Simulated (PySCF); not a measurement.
Working out the excitation energy of Cl⁺

Cl⁺ [Ne] 3s2 3p4 (3P) → Cl⁺ [Ne] 3s1 3p5 (3P). Computed with PySCF 2.14 in x2c-TZVPPall (5s5p3d1f, 42 functions), with the spin-free X2C one-electron Hamiltonian (Gaussian nucleus). Frozen: 1s2. Energies in hartree (1 hartree = 27.21139 eV):

```json
{"part": "UHF", "Cl⁺ (lower)": "-460.455676", "Cl⁺ (upper)": "-459.923717"}
{"part": "CCSD correlation", "Cl⁺ (lower)": "-0.309376", "Cl⁺ (upper)": "-0.391477"}
{"part": "(T)", "Cl⁺ (lower)": "-0.005693", "Cl⁺ (upper)": "-0.021320"}
```

Task: What does Hartree-Fock give?

Result: (-459.923717) − (-460.455676) = 0.531959 hartree = 14.475 eV.

Task: What do CCSD and CCSD(T) give?

Result: The CCSD correlation energies differ by -0.082101 hartree = -2.234 eV and the triples by -0.015627 hartree = -0.425 eV, so CCSD gives 12.241 eV and CCSD(T) 11.816 eV.

Measured between the centres of the two terms (NIST): 11.573 eV, so CCSD(T) (valence and next inner shell) is off by 0.243 eV.

The coupled-cluster amplitudes are large, so a single reference is strained.

What remains against the reference includes basis incompleteness, the frozen core and higher excitations.
